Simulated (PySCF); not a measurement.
BI⁺: one state, many levels of theory

State: ²Σ⁺ (doublet), unpaired electrons σ ↑. Set-up: B aug-cc-pVDZ, I aug-cc-pVDZ-PP with ECP28; scalar-relativistic core potentials (PySCF 2.14). De refers to B⁺ + I in their high-spin ground configurations, without counterpoise correction. The functionals are run spin-unrestricted. A positive dipole points towards I; it is taken about the centre of mass and depends on that origin.

```json
{"Level": "UHF", "Re (Å)": "1.978", "ωe (cm⁻¹)": "787", "De (eV)": "1.93", "μ (D)": "-3.72", "CPU s a point (SCF and correlation, without the integrals)": "0.24"}
{"Level": "UHF-MP2", "Re (Å)": "1.966", "ωe (cm⁻¹)": "851", "De (eV)": "2.81", "μ (D)": "n/a", "CPU s a point (SCF and correlation, without the integrals)": "0.36"}
{"Level": "UHF-SCS-MP2", "Re (Å)": "1.973", "ωe (cm⁻¹)": "828", "De (eV)": "2.52", "μ (D)": "n/a", "CPU s a point (SCF and correlation, without the integrals)": "n/a"}
{"Level": "UHF-CCSD", "Re (Å)": "1.983", "ωe (cm⁻¹)": "780", "De (eV)": "2.21", "μ (D)": "n/a", "CPU s a point (SCF and correlation, without the integrals)": "n/a"}
{"Level": "UHF-CCSD(T)", "Re (Å)": "1.987", "ωe (cm⁻¹)": "781", "De (eV)": "2.42", "μ (D)": "n/a", "CPU s a point (SCF and correlation, without the integrals)": "9.2"}
{"Level": "PBE", "Re (Å)": "1.982", "ωe (cm⁻¹)": "779", "De (eV)": "3.61", "μ (D)": "-2.66", "CPU s a point (SCF and correlation, without the integrals)": "0.5"}
{"Level": "TPSS", "Re (Å)": "1.983", "ωe (cm⁻¹)": "776", "De (eV)": "3.45", "μ (D)": "-2.74", "CPU s a point (SCF and correlation, without the integrals)": "0.77"}
{"Level": "r²SCAN", "Re (Å)": "1.974", "ωe (cm⁻¹)": "802", "De (eV)": "3.56", "μ (D)": "-2.87", "CPU s a point (SCF and correlation, without the integrals)": "0.74"}
{"Level": "B3LYP", "Re (Å)": "1.981", "ωe (cm⁻¹)": "776", "De (eV)": "3.09", "μ (D)": "-2.90", "CPU s a point (SCF and correlation, without the integrals)": "0.7"}
{"Level": "PBE0", "Re (Å)": "1.968", "ωe (cm⁻¹)": "805", "De (eV)": "3.27", "μ (D)": "-2.88", "CPU s a point (SCF and correlation, without the integrals)": "0.96"}
{"Level": "ωB97X", "Re (Å)": "1.973", "ωe (cm⁻¹)": "796", "De (eV)": "2.83", "μ (D)": "-3.02", "CPU s a point (SCF and correlation, without the integrals)": "0.94"}
{"Level": "B2PLYP", "Re (Å)": "1.978", "ωe (cm⁻¹)": "796", "De (eV)": "2.95", "μ (D)": "-3.25", "CPU s a point (SCF and correlation, without the integrals)": "0.64"}
```

The bond length runs from 1.966 Å (UHF-MP2) to 1.987 Å (UHF-CCSD(T)). De spans 1.93 eV (UHF, mean field) to 3.61 eV (PBE, GGA). Correlation at CCSD(T) changes the Hartree–Fock bond energy by +0.49 eV; the triples alone change it by +0.21 eV.

Correlated steps freeze 5 core orbitals. Correlated levels converge slowly with the basis: in double zeta they bind strong bonds too weakly, by up to about 1 eV, and carry superposition errors of some tenths. Spin–orbit coupling is left out, which matters for elements this heavy, above all for dissociation energies. For an ion De counts to the pair picked by the measured ionisation energies or electron affinities, which need not be the lowest pair at this level. B2PLYP dipoles, levels and charges come from its SCF part alone. The state was picked by a PBE0 search and need not be the measured ground state.

The whole job (state search and all levels along the bond) took about 2.8 min on 1 thread of AMD EPYC 7R43 64-Core (shared host), peak memory 0.72 GiB.
